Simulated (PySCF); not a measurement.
A GIAO shielding run with PySCF 2.14.0 with density-fitted response routines (density fitting, non-relativistic, gas phase) on `InChI=1S/C4H4FOS2/c1-6-4-7-2-3(5)8-4/h2H,1H3/q+1`:

```
$ OMP_NUM_THREADS=1 python probes_run.py task.json out

{"job": {"kind": "nmr", "xc": "PBE0", "basis": "pcSseg-1"}, "charge": 1, "multiplicity": 1}
C     -2.439144    -0.021968     0.076505
O     -1.389105     0.437985    -0.770050
C     -0.154845     0.246944    -0.438217
S      0.341207    -0.549524     1.003859
C      2.026082    -0.396669     0.685419
C      2.360957     0.225652    -0.455526
F      3.590564     0.430216    -0.855390
S      1.072269     0.813749    -1.496102
H     -2.422798     0.508050     1.031790
H     -3.364583     0.196507    -0.453502
H     -2.352131    -1.097022     0.250776
H      2.732724    -0.794605     1.394410
```

Hardware: 1 thread of an Intel Xeon Platinum 8488C, shared host. The job also computes population analyses, field gradients, ring-centre shieldings.

Problem. How large is the calculation?

Solution. 76 electrons, 170 basis functions and 928 auxiliary functions.

Problem. How long does it take, and how much memory does it need?

Solution. 23 s of wall time, with 15 SCF cycles and 5 response iterations; peak memory 0.74 GiB. Times on a shared host scatter by some tens of per cent.
